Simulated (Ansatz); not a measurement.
# Molecular dynamics of CH12O3Si4

Input:

```yaml
crystal:
  periodic: [false, false, false]
  atoms:
    - { symbol: Si, position_ang: [-0.112686, -0.14091, 0.540423] }
    - { symbol: C, position_ang: [0.218418, 0.098717, 2.359971] }
    - { symbol: H, position_ang: [-0.71054, 0.106068, 2.937064] }
    - { symbol: H, position_ang: [0.857316, -0.694808, 2.758023] }
    - { symbol: H, position_ang: [0.724314, 1.052563, 2.533848] }
    - { symbol: O, position_ang: [1.24974, 0.165162, -0.384094] }
    - { symbol: Si, position_ang: [1.773175, -1.059845, -1.432618] }
    - { symbol: H, position_ang: [0.791986, -1.405181, -2.440611] }
    - { symbol: H, position_ang: [2.929233, -0.509979, -2.102289] }
    - { symbol: H, position_ang: [2.18128, -2.2663, -0.743705] }
    - { symbol: O, position_ang: [-1.346646, 0.924501, 0.156697] }
    - { symbol: Si, position_ang: [-1.770673, 1.133267, -1.470341] }
    - { symbol: H, position_ang: [-2.186756, -0.111957, -2.084757] }
    - { symbol: H, position_ang: [-2.879165, 2.057843, -1.489029] }
    - { symbol: H, position_ang: [-0.687123, 1.678604, -2.261979] }
    - { symbol: O, position_ang: [-0.498881, -1.713982, 0.100202] }
    - { symbol: Si, position_ang: [-1.779473, -2.535476, 0.834641] }
    - { symbol: H, position_ang: [-1.554183, -2.720761, 2.254062] }
    - { symbol: H, position_ang: [-3.037524, -1.835068, 0.670902] }
    - { symbol: H, position_ang: [-1.869413, -3.82716, 0.196091] }
basis:
  gaussian: { orbitals: STO-3G }
hamiltonian:
  xc: pbe0
  dispersion: d4
md:
  timestep: 0.5
  n_steps: 100
  ensemble: nvt_nose_hoover
  temperature: 2000.0
  initial_velocities: maxwell_boltzmann
  seed: 969610
  nose_hoover: { tau: 20.0, chain_length: 3 }
```

Command:

```bash
$ ansatz run input.yaml --threads 1 --pin off --max-ram 2048MiB --backend cpu --events-out ev --progress --plain --runs-dir out
```

It starts from a relaxed structure.

Output, in part (step lines, the closing report, with atoms numbered from 0):

```
md step     0: t =     0.00 fs  T =  2000.0 K  F+E_penalty+E_count = -38405.32724552 eV  E_kin = 4.653360 eV  conserved = -38400.67388556 eV  (23 SCF iters)
[... lines left out ...]
Total energy: -38402.52380373 eV, -1411.2667196216 hartree
Atom 0 at    -0.071038     0.016343     0.534884 Å, force     3.779385    -4.142185     3.285003 eV/Å
Atom 1 at     0.590067    -0.020390     2.319715 Å, force     1.907466     0.714263    -2.449258 eV/Å
Atom 2 at     1.207456     0.876134     2.559634 Å, force    -0.477936    -0.778919    -0.053779 eV/Å
Atom 3 at    -0.154940    -0.157347     3.045659 Å, force    -1.388768    -0.248105     1.469564 eV/Å
Atom 4 at     1.249026    -0.919592     2.285269 Å, force    -0.360123     0.745050     0.488133 eV/Å
Atom 5 at     1.195378     0.256487    -0.474425 Å, force    -0.607490     0.897934     0.659764 eV/Å
Atom 6 at     1.789978    -1.084555    -1.208564 Å, force     1.850376     0.062670     0.147594 eV/Å
Atom 7 at     0.987571    -1.347840    -2.348082 Å, force    -0.162781    -0.646792    -0.765211 eV/Å
Atom 8 at     3.070857    -0.502972    -1.434225 Å, force     0.764486    -0.319172    -1.188621 eV/Å
Atom 9 at     2.154110    -2.209162    -0.390604 Å, force    -0.579845    -0.510684     0.109099 eV/Å
Atom 10 at    -1.151032     1.032714     0.161725 Å, force    -6.213126     3.808269    -3.039743 eV/Å
Atom 11 at    -2.033065     0.849161    -1.353548 Å, force     1.262315     2.099252    -3.143616 eV/Å
Atom 12 at    -3.512524     0.892711    -1.323512 Å, force     0.902985     0.290959     0.786250 eV/Å
Atom 13 at    -1.536523     1.948068    -2.479434 Å, force    -1.062945    -1.825053     2.931448 eV/Å
Atom 14 at    -1.808629    -0.323849    -2.235872 Å, force     0.295312     0.154591     1.277742 eV/Å
Atom 15 at    -0.567628    -1.534515     0.304590 Å, force     3.100462     2.064326    -0.290726 eV/Å
Atom 16 at    -1.800066    -2.489304     0.491383 Å, force    -3.382165    -2.235575     0.208431 eV/Å
Atom 17 at    -2.273670    -2.802467     1.981139 Å, force     0.642505     0.710344    -2.536233 eV/Å
Atom 18 at    -2.833284    -1.871217    -0.455548 Å, force     0.361631    -1.007629     1.533061 eV/Å
Atom 19 at    -1.313287    -3.718540    -0.165734 Å, force    -0.631744     0.166458     0.571098 eV/Å
Dipole moment:    -0.268009    -0.150528     0.177323 e Å
```

The steps, from the saved trajectory:

```
time (fs)  T (K)  potential energy less start (eV)  conserved less start (meV/atom)
        0   2000                             0.000                             0.00
      1.5   1691                             0.730                             0.48
        3   1294                             1.670                             0.99
      4.5   1280                             1.707                             0.41
        6   1148                             2.043                             0.41
      7.5    807                             2.878                             0.78
        9    625                             3.341                             0.95
     10.5    820                             2.933                             0.82
       12   1234                             2.051                             0.35
     13.5   1375                             1.854                             0.30
       15   1221                             2.363                             1.02
     16.5   1397                             2.088                             0.69
       18   1648                             1.666                             0.24
     19.5   1448                             2.308                             0.58
       21   1051                             3.365                             1.03
     22.5    946                             3.705                             1.07
       24   1205                             3.197                             0.70
     25.5   1419                             2.809                             0.35
       27   1269                             3.278                             0.86
     28.5   1276                             3.358                             1.16
       30   1712                             2.433                             0.43
     31.5   1879                             2.159                             0.44
       33   1645                             2.812                             0.87
     34.5   1438                             3.380                             1.17
       36   1584                             3.116                             1.00
     37.5   1882                             2.506                             0.46
       39   1789                             2.821                             0.46
     40.5   1405                             3.815                             1.38
       42   1612                             3.404                             0.95
     43.5   2052                             2.475                             0.29
       45   1991                             2.738                             0.74
     46.5   1754                             3.398                             1.11
       48   1746                             3.510                             1.13
     49.5   2007                             3.001                             0.86
```

All steps were run. The conserved energy stayed within 1.5 meV per atom of its start (net change 0.67 meV per atom), so the integration is sound. The mean temperature of the second half is 16 % below the set value. A run of 0.05 ps of so small a system gives no equilibrium averages. Limits of this set-up: minimal basis.

The same pairs are bonded in the first frame and the last. Pairs count as bonded within 1.25 times the sum of covalent radii (0.12 Å more for H–H).

Last frame:

```xyz
20
Properties=species:S:1:pos:R:3
Si -0.071 0.016 0.535
C 0.590 -0.020 2.320
H 1.208 0.876 2.560
H -0.155 -0.157 3.046
H 1.249 -0.920 2.285
O 1.195 0.257 -0.474
Si 1.790 -1.085 -1.209
H 0.988 -1.348 -2.348
H 3.071 -0.503 -1.434
H 2.154 -2.209 -0.391
O -1.151 1.033 0.162
Si -2.033 0.849 -1.353
H -3.513 0.893 -1.323
H -1.536 1.948 -2.479
H -1.809 -0.324 -2.236
O -0.568 -1.534 0.305
Si -1.800 -2.489 0.491
H -2.274 -2.803 1.981
H -2.833 -1.871 -0.456
H -1.313 -3.719 -0.166
```

The run took 15 min on 1 thread of Arm Neoverse V1, with other jobs on the host, peak memory 0.21 GiB.
